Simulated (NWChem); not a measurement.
Molecule: CH$_{4}$AlClOS; SMILES [Al]([Cl])([SH])[O]C

```xyz
9

Al     0.2619     0.0528     0.0252
Cl    -1.5900    -0.8308     0.5355
O      0.4200     1.7352    -0.1391
C     -0.3922     2.8757    -0.0306
H     -0.4074     3.4328    -0.9938
H     -1.4458     2.6348     0.2400
H      0.0094     3.5640     0.7462
S      2.0444    -1.1560    -0.3110
H      1.3606    -2.3091    -0.0602
```
Atoms are numbered in this order, from 1.

Level: PBE-D3(BJ)/def2-SVP (NWChem), optimised geometry, unscaled harmonic frequencies. 

Task: List the harmonic frequencies with IR intensities, and the thermochemistry.

Result: 
| frequency (cm⁻¹) | IR intensity (km/mol) |
|---|---|
| 75 | 3.4 |
| 81 | 0.4 |
| 87 | 1.6 |
| 125 | 7.7 |
| 211 | 39.6 |
| 232 | 16.4 |
| 236 | 15.6 |
| 392 | 6.7 |
| 568 | 90.3 |
| 661 | 61.5 |
| 747 | 68.6 |
| 1141 | 45.2 |
| 1146 | 0.0 |
| 1208 | 337.3 |
| 1422 | 1.4 |
| 1425 | 2.2 |
| 1431 | 18.3 |
| 2617 | 1.1 |
| 2922 | 104.7 |
| 3001 | 37.0 |
| 3009 | 32.6 |

```yaml
zero_point_energy: 32.5 kcal/mol
thermal correction to the enthalpy at 298.15 K (with zero-point energy): 38.2 kcal/mol
heat capacity Cv: 24.4 cal/(mol K)
entropy at 298.15 K and 1 atm (symmetry number 1): 91.7 cal/(mol K)
dipole_moment: 0.82 D
```

Rigid rotor and harmonic oscillator; modes under 100 cm⁻¹ make the entropy uncertain.
